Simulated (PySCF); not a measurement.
C3H4O2Si, SMILES O=C1C=C[SiH2]O1. Atoms are numbered in the order given.

```xyz
10

O      0.3814    -2.2812     0.0000
C      0.1230    -1.1149     0.0000
C     -1.2585    -0.5286     0.0000
C     -1.3406     0.8110     0.0000
Si     0.4224     1.4264     0.0000
O      1.0749    -0.1460     0.0000
H     -2.0997    -1.2275     0.0000
H     -2.2931     1.3456     0.0000
H      0.8424     2.1625    -1.2215
H      0.8424     2.1625     1.2215
```

Coordinates come from a PBE0-D3(BJ)/def2-SVP optimisation. The structure was generated by enumeration, and PubChem lists no compound with its InChIKey, so it may never have been made.

Two levels are set side by side: PBE/pcSseg-1 (PySCF) and B3LYP/pcSseg-1 (PySCF). GIAO shifts against H2O (¹⁷O), TMS (²⁹Si), TMS (¹H), TMS (¹³C) at the same level; non-relativistic, no solvent, atoms listed together averaged. Differences are taken from unrounded values.

```
quantity                B3LYP
----------------------  -----
δ(¹⁷O) of O1 (ppm)      470.4
δ(¹³C) of C2 (ppm)      172.4
δ(¹³C) of C3 (ppm)      156.5
δ(¹³C) of C4 (ppm)      151.5
δ(²⁹Si) of Si5 (ppm)    -10.4
δ(¹⁷O) of O6 (ppm)      184.6
δ(¹H) of H7 (ppm)        7.11
δ(¹H) of H8 (ppm)        7.42
δ(¹H) of H9, H10 (ppm)   5.48
```

Question: What does PBE give, and how far is it from B3LYP? (Estimate from the structure and the level; the computed values follow.)

Answer: 
```csv
quantity,PBE,PBE minus B3LYP
δ(¹⁷O) of O1 (ppm),464.2,-6.1
δ(¹³C) of C2 (ppm),169.1,-3.3
δ(¹³C) of C3 (ppm),154.3,-2.2
δ(¹³C) of C4 (ppm),148.9,-2.5
δ(²⁹Si) of Si5 (ppm),-6.4,4.0
δ(¹⁷O) of O6 (ppm),193.0,8.4
δ(¹H) of H7 (ppm),7.16,0.05
δ(¹H) of H8 (ppm),7.50,0.07
"δ(¹H) of H9, H10 (ppm)",5.74,0.26
```

Rough cost on one machine, each run with all the roots and properties that it gave: B3LYP against PBE within a factor of 2.
